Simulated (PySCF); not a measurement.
Delta-SCF ions had no search for a lower state. Excitations are Tamm–Dancoff values on a coarser integration grid. The basis has no diffuse functions, so Rydberg states are missing or too high.

Z-matrix (Å, degrees):
```
In
F 1 1.9396
F 1 1.9489 2 121.99
F 1 1.9737 2 119.59 3 161.41
O 1 2.2738 2 112.50 4 87.10
H 5 0.9677 1 113.15 2 131.39
H 5 0.9766 6 106.53 1 -100.27
```
Charge 0, spin multiplicity 1.

Problem. Predict the HOMO, vertical ionisation energy (Delta-SCF), dipole moment, S1 oscillator strength, total energy, S1 excitation (TDA), LUMO and HOMO–LUMO gap from PBE0-D4/def2-TZVP // PBE0-D4/def2-SVP in PySCF.

Solution. 
```yaml
HOMO: -10.55 eV
vertical ionisation energy (Delta-SCF): 12.82 eV
dipole_moment: 3.63 D
S1 oscillator strength: 0.011
total_energy: -566.0088 Ha
S1 excitation (TDA): 6.42 eV
LUMO: -2.50 eV
HOMO–LUMO gap: 8.04 eV
```
